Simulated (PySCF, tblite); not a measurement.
Potential energy curve for CN (anion, charge -1), singlet.

Levels: UKS-PBE0 = unrestricted PBE0/aug-cc-pVDZ (PySCF); GFN2-xTB, 300 K electronic temperature (tblite); RCCSD(T) = CCSD(T) on RHF/aug-cc-pVDZ, 2 core orbitals frozen (PySCF 2.14.0); UKS-B3LYP/6-31G* = unrestricted B3LYP/6-31G*, spherical d (PySCF); RKS-PBE0 = restricted PBE0/aug-cc-pVDZ (PySCF 2.14.0).

Energies are in mEh, each relative to the lowest point of its own curve near equilibrium.

```
R / Å  UKS-PBE0  GFN2-xTB  RCCSD(T)  UKS-B3LYP/6-31G*  RKS-PBE0
-----  --------  --------  --------  ----------------  --------
0.88      373.5     420.2     402.0             378.8     373.5
0.93      228.7     260.9     251.5             232.3     228.7
0.99      114.3     134.7     131.1             116.5     114.3
1.05       46.7      59.0      58.0              47.9      46.7
1.11       11.9      18.3      18.4              12.4      11.9
1.14        3.6       7.6       7.8               3.8       3.6
1.17        0.0       1.8       1.9               0.0       0.0
1.20        0.3       0.0       0.0               0.1       0.3
1.24        5.6       2.6       2.4               5.2       5.6
1.28       15.2       9.7       9.2              14.7      15.2
1.36       43.4      32.9      31.7              42.6      43.4
1.44       78.6      63.1      61.0              77.5      78.6
1.56      136.1     113.1     109.2             134.5     136.1
1.76      216.1     193.7     184.1             215.8     228.5
1.92      259.7     248.8     230.9             281.3     293.0
2.13      296.9     306.2     238.2             329.7     363.2
2.32      316.9     345.0     182.8             357.9     413.7
2.56      331.7         —         —             380.5     463.1
2.83      341.6         —         —             395.1     503.5
3.14      348.6         —         —             404.8     532.6
3.48      353.3         —         —             411.3     546.0
4.09      357.5         —         —             417.7     553.0
4.70      359.0         —         —             419.3     554.0
```

At the longest distance, 4.70 Å, RKS-PBE0 lies highest above its minimum (554.0 mEh) and UKS-PBE0 lowest (359.0 mEh).

The RCCSD(T) curve passes through a maximum at 2.13 Å and then falls by 55.5 mEh up to the last usable point.

Dashes: no converged value, or the column stops at the first point that the program doubted or that broke a chosen test of continuity, which isn't proof of a fault.

The unrestricted solution behind UKS-PBE0 changes between 1.76 and 1.92 Å and between 1.92 and 2.13 Å, which can leave a kink. The unrestricted determinant behind UKS-PBE0 is spin-contaminated at 1.76 to 4.70 Å (<S²> up to 2.8, against 0.00 for a pure singlet). At the longest distance UKS-PBE0, RKS-PBE0 leaves fractional charges on the fragments, a sign of delocalisation error or of the restricted form. Where the anion isn't bound against loss of the electron, the finite basis alone holds it. The T1 diagnostic of CCSD on the restricted reference of RCCSD(T) exceeds 0.045 at 1.76 to 2.83, 4.09 Å. The unrestricted solution behind UKS-B3LYP/6-31G* changes between 1.92 and 2.13 Å, which can leave a kink. The unrestricted determinant behind UKS-B3LYP/6-31G* is spin-contaminated at 1.76 to 4.70 Å (<S²> up to 2.5, against 0.00 for a pure singlet). The restricted form behind RKS-PBE0 keeps the bonding electrons paired and can't separate into open-shell fragments.
